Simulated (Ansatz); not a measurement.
The same path of CH6BNO (10 atoms, charge 0, multiplicity 1) was run twice with different band settings. The coordinate that changes most is the dihedral H7–C2–B3–H9.

The calculation used Ansatz, RKS B3LYP/cc-pVDZ.

Relaxed end points:

```xyz
10
Properties=species:S:1:pos:R:3
N -1.431 -0.255 -0.629
C -0.271 -0.849 0.108
B 0.692 0.334 0.490
O 1.830 0.525 -0.236
H -1.083 0.234 -1.459
H -1.857 0.478 -0.053
H 0.199 -1.599 -0.549
H -0.673 -1.393 0.979
H 0.378 1.139 1.346
H 2.299 1.335 0.006
```

```xyz
10
Properties=species:S:1:pos:R:3
N -1.382 -0.255 -0.796
C -0.396 -0.743 0.194
B 0.871 0.138 0.502
O 1.011 1.325 -0.151
H -0.888 -0.084 -1.676
H -1.680 0.682 -0.511
H -0.058 -1.754 -0.111
H -0.924 -0.943 1.150
H 1.714 -0.216 1.302
H 1.815 1.800 0.100
```

Common settings: movable images 7; climbing image yes; spring 5.0 eV/Å²; optimiser quadratic models (default); force threshold 0.05 eV/Å; iteration limit 60; end points relaxed.

| run | start path |
| --- | --- |
| 1 | through a guess of the saddle point |
| 2 | straight line |

Question: What does each run give, and how far can it be trusted?

Answer: Run 1: converged after 14 iterations, highest image 0.045 eV above the first end. A vibrational analysis at the climbing image gives one clearly imaginary mode, 150i cm⁻¹: a first-order saddle point.
Run 2: converged after 8 iterations, highest image 0.045 eV above the first end. Another band between the same ends (7 images) ends at a top of the same energy, where a vibrational analysis finds 1 clearly imaginary mode.
